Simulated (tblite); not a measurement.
Compound: C3H12GeN2.
Bonds: C1–C2, C2–N3, N3–N4, N4–C5, N4–Ge6. Hydrogens: H7, H8, H9 on C1; H10, H11 on C2; H12 on N3; H13, H14, H15 on C5; H16, H17, H18 on Ge6.

Computed with GFN2-xTB (tblite), gas phase: L-BFGS steps from a force-field or distance-geometry start until the largest atomic force falls under 0.01 eV/Å.

The end geometry, which sets the zero of energy:
```
atom  x, y, z in Å
C1      2.6894   -0.1269    0.1349
C2      1.3646   -0.0728   -0.6124
N3      0.2667   -0.1172    0.3436
N4     -0.9976    0.1485   -0.2405
C5     -1.6006   -0.9498   -0.9610
Ge6    -1.9100    1.3210    0.8171
H7      2.7371    0.6780    0.8630
H8      3.5174   -0.0244   -0.5613
H9      2.7931   -1.0743    0.6601
H10     1.3215   -0.8905   -1.3492
H11     1.2706    0.8749   -1.1481
H12     0.2600   -1.0269    0.8116
H13    -2.5966   -0.6404   -1.2728
H14    -1.0167   -1.1934   -1.8528
H15    -1.6908   -1.8568   -0.3469
H16    -0.9574    2.4467    1.0087
H17    -2.3176    0.7888    2.1687
H18    -3.1419    1.7218    0.0659
```

**Question.** These geometries come from the run, each turned onto the end geometry. Order them by energy, lowest first.
A.
```
atom  x, y, z in Å
C1      2.6573   -0.0938    0.2094
C2      1.3512    0.1940   -0.5109
N3      0.2613   -0.3969    0.2502
N4     -1.0118   -0.0458   -0.3237
C5     -1.7724   -1.1745   -0.8024
Ge6    -1.7183    1.3642    0.6195
H7      2.5655    0.1694    1.2605
H8      3.4700    0.4753   -0.2276
H9      2.9008   -1.1495    0.1375
H10     1.3780   -0.1464   -1.5567
H11     1.1502    1.2669   -0.5263
H12     0.3318   -1.4124    0.2470
H13    -2.7148   -0.7947   -1.2004
H14    -1.2335   -1.7101   -1.5953
H15    -1.9942   -1.9016   -0.0108
H16    -0.6161    2.3747    0.6290
H17    -2.0896    1.1381    2.0616
H18    -2.9244    1.8493   -0.1321
```
B.
```
atom  x, y, z in Å
C1      2.7137   -0.2009    0.1034
C2      1.3723    0.0043   -0.5912
N3      0.2791   -0.0976    0.3698
N4     -0.9950    0.1421   -0.2090
C5     -1.5851   -0.9844   -0.8947
Ge6    -1.9553    1.3454    0.7718
H7      2.7724    0.4163    0.9955
H8      3.5308    0.0713   -0.5607
H9      2.8427   -1.2426    0.3895
H10     1.2757   -0.7163   -1.4191
H11     1.3114    1.0128   -1.0089
H12     0.2920   -1.0192    0.8100
H13    -2.5811   -0.6942   -1.2253
H14    -0.9953   -1.2524   -1.7747
H15    -1.6668   -1.8694   -0.2487
H16    -1.0459    2.5119    0.9179
H17    -2.4024    0.9017    2.1437
H18    -3.1723    1.6778   -0.0407
```
C.
```
atom  x, y, z in Å
C1      2.6845   -0.0982    0.2754
C2      1.4267    0.2274   -0.5085
N3      0.2845   -0.4571    0.0784
N4     -0.9547   -0.0152   -0.5715
C5     -1.8856   -1.1176   -0.6962
Ge6    -1.6753    1.3413    0.5139
H7      2.5601    0.1814    1.3146
H8      3.5264    0.4450   -0.1356
H9      2.8949   -1.1597    0.2259
H10     1.5458   -0.0382   -1.5656
H11     1.2283    1.2979   -0.4533
H12     0.3945   -1.4547   -0.1087
H13    -2.8105   -0.7320   -1.1207
H14    -1.4934   -1.8862   -1.3640
H15    -2.1079   -1.5663    0.2730
H16    -0.7230    2.4784    0.6270
H17    -1.9508    0.7685    1.8701
H18    -2.9535    1.7915   -0.1257
```
D.
```
atom  x, y, z in Å
C1      2.6910   -0.1963    0.1131
C2      1.3672    0.0203   -0.6042
N3      0.2697   -0.0717    0.3505
N4     -1.0028    0.1490   -0.2385
C5     -1.5808   -0.9939   -0.9070
Ge6    -1.9424    1.3403    0.7763
H7      2.7714    0.4857    0.9552
H8      3.5176   -0.0140   -0.5688
H9      2.7669   -1.2174    0.4828
H10     1.2756   -0.7028   -1.4301
H11     1.3311    1.0283   -1.0268
H12     0.2907   -0.9866    0.8069
H13    -2.5774   -0.7191   -1.2480
H14    -0.9815   -1.2786   -1.7765
H15    -1.6652   -1.8672   -0.2444
H16    -1.0021    2.4818    0.9488
H17    -2.3662    0.8423    2.1349
H18    -3.1717    1.7062    0.0045
```
E.
```
atom  x, y, z in Å
C1      2.6724   -0.1376    0.1234
C2      1.3097    0.0818   -0.5150
N3      0.2497   -0.2573    0.4292
N4     -1.0377   -0.0243   -0.1219
C5     -1.6493   -1.0957   -0.8635
Ge6    -1.8288    1.3821    0.6866
H7      2.6689    0.2251    1.1471
H8      3.4420    0.3987   -0.4265
H9      2.9161   -1.1969    0.1388
H10     1.2394   -0.4920   -1.4528
H11     1.1733    1.1386   -0.7572
H12     0.3429   -1.2379    0.6995
H13    -2.6152   -0.7264   -1.2070
H14    -1.0499   -1.3619   -1.7421
H15    -1.7972   -2.0012   -0.2521
H16    -0.7565    2.4235    0.6947
H17    -2.2767    1.0990    2.0945
H18    -3.0119    1.7888   -0.1472
```

**Answer.** D (0.005 eV), B (0.012 eV), E (0.058 eV), A (0.128 eV), C (0.230 eV).

In the order of the answer:

```tsv
step	E above end (eV)	largest force (eV/Å)	rms force component (eV/Å)	rms distance from end (Å)	rms bond change (Å)	bond most changed (Å)
85	0.005	0.04	0.012	0.121	0.001	Ge6–H16 +0.002
74	0.012	0.06	0.023	0.147	0.001	Ge6–H18 +0.003
49	0.058	0.14	0.050	0.320	0.006	N4–Ge6 -0.019
30	0.128	0.19	0.062	0.490	0.007	N3–N4 +0.022
4	0.230	0.27	0.080	0.604	0.019	N4–Ge6 +0.057
```

What follows is the cost of the whole relaxation. On an Arm Neoverse N1 with one thread, shared host with 64 logical CPUs at a one-minute load of 59, this took 1.3 s wall.
